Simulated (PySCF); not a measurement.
Computed shifts of a molecule FH₆NOSi₂, PBE0/pcSseg-1 (PySCF), GIAO, gas phase, atoms alike by connectivity averaged where their shifts nearly agree, in ppm (number of nuclei): ²⁹Si: -35.1 (1), -56.4 (1). ¹⁹F: -151.5 (1). ¹⁵N: 35.2 (1). ¹H: 4.92 (3), 4.86 (1), 1.72 (1), 0.72 (1). References: ¹⁷O against H2O (σ = 334.2 ppm); ²⁹Si against TMS (σ = 352.7 ppm); ¹⁹F against CFCl3 (σ = 167.2 ppm); ¹⁵N against NH3 (σ = 267.4 ppm); ¹H against TMS (σ = 31.56 ppm), references at their B3LYP-D3(BJ)/def2-TZVP geometries, non-relativistic. The structure is a stationary point at PBE0-D3(BJ)/def2-SVP. One conformer was computed; it need not be the lowest.

Q: Which structure fits?
A) N[Si@@H](F)[SiH2]O
B) O[Si@H](F)N[SiH3]
C) O[SiH2]N[SiH2]F
D) N[SiH2]O[SiH2]F

A: B, O[Si@H](F)N[SiH3]
